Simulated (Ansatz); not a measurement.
Harmonic frequencies (cm⁻¹) at PBE0-D4/def2-TZVP from Ansatz: 31, 66, 188, 264, 274, 373, 451, 506, 564, 598, 655, 745, 834, 946, 967, 1233, 1290, 1462, 1805, 1806, 2202, 2210, 3076, 3138.

Each molecule was computed in one conformer, which needn't be the lowest.

Which molecule is it?
A. `C[SiH2]P`
B. `COC1OC1=O`
C. `[CH3][In]([F])[SiH3]`
D. `FC[SiH2][InH2]`

D.
